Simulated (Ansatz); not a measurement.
All numbers were calculated with Ansatz.

A structure relaxed at PBE0-D4/def2-TZVP, charge 0, multiplicity 1:

```xyz
10

C     0.000    1.059    1.227
Si   -0.447   -0.533    0.333
Ga    0.488   -0.730   -1.884
H    -0.452    1.089    2.221
H    -0.350    1.929    0.668
H     1.082    1.148    1.342
H    -1.933   -0.649    0.230
H     0.005   -1.705    1.142
H     1.398    0.395   -2.512
H     0.209   -2.003   -2.768
```

Q: Give its formula and SMILES.

A: CH7GaSi, `C[SiH2][GaH2]`.

Q: Point group (tolerance 0.08 Å, 0.16 Å for H)?

A: Cs.

Q: Summarise the bond lengths by kind.

A: 1 × C–Si 1.880 Å; 3 × C–H 1.092 Å; 1 × Ga–Si 2.414 Å; 2 × H–Si 1.494 Å; 2 × Ga–H 1.575 to 1.577 Å.
